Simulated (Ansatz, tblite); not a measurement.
Cost and result up the ladder for the cluster Sn₃S₃ (the lowest singlet isomer of a short search) (6 atoms). The state is a singlet with charge 0. Geometry: r2SCAN-D4/def2-SVP.

```tsv
atom	x (Å)	y (Å)	z (Å)
Sn1	0.431	-1.152	1.264
Sn2	1.953	1.445	-0.792
Sn3	-1.522	0.346	-0.822
S4	0.939	-0.748	-1.415
S5	0.182	1.577	0.961
S6	-1.984	-1.467	0.804
```

Ansatz on 4 threads of Arm Neoverse V1 on a shared host; xTB runs through tblite on one thread. Times are rough, summed over both states, and most runs start from the orbitals of an earlier one. PBE0-D4/def2-TZVP serves as the yardstick here, not as an exact answer. Differences are given only for rows in sets of like size (and for xTB, whose basis is part of the method), since another set adds its own error. The other state is a quintet at its own geometry, which has other bonds, so the gap mixes isomer and spin.

In the def2 sets Sn takes a core potential; there is no spin–orbit coupling. The xTB rows come from tblite. LC-ωPBE has ω = 0.4 bohr⁻¹. Correlated methods freeze 27 core orbitals; core or outer-core shells of Sn are correlated, in sets that lack core-valence functions. The rows differ in basis, and correlated rows in double-zeta sets carry the largest basis error. In CCSD on the charge 0 quintet the largest single amplitude is 0.65, so its Hartree–Fock determinant may place the open shell otherwise than the density functionals do. At PBE0-D4/def2-TZVP a singlet of charge 0 lies 4.22 eV below the quintet, each at its own geometry. The structure comes from a short search, and lower isomers may exist.

Run but left out: HF/STO-3G, HF/def2-SVP, HF/def2-TZVP, MP2/def2-SVP, MP2/def2-TZVP (quintet: a determinant that CCSD turns far, T1 0.069).

Correlated methods converge slowly with the basis, most of all in double-zeta sets.

xTB has no spin-polarisation term.

| level | functions | quintet − singlet (eV) | difference from PBE0-D4/def2-TZVP (eV) | remarks |
| --- | --- | --- | --- | --- |
| r2SCAN-D4/def2-TZVP | 261 | 4.04 | -0.18 | – |
| GFN2-xTB | 54 | 5.11 | 0.88 | – |
| CCSD(T)/def2-SVP | 132 | 4.23 | – | large T1 (0.069) (quintet) |
| GFN1-xTB | 54 | 6.37 | 2.15 | – |
| PBE0-D4/def2-TZVP | 261 | 4.22 | 0.00 | – |
| PBE-D4/def2-TZVP | 261 | 4.10 | -0.12 | – |
| LC-ωPBE/def2-TZVP (with forces) | 261 | 4.47 | 0.25 | – |

Estimate how long each takes.

GFN1-xTB 0.017 s; GFN2-xTB 0.03 s; PBE-D4/def2-TZVP 14 s; PBE0-D4/def2-TZVP 34 s; r2SCAN-D4/def2-TZVP 38 s; LC-ωPBE/def2-TZVP (with forces) 46 s; CCSD(T)/def2-SVP 3.3 min. On shared hardware such times vary by a factor of up to 3.
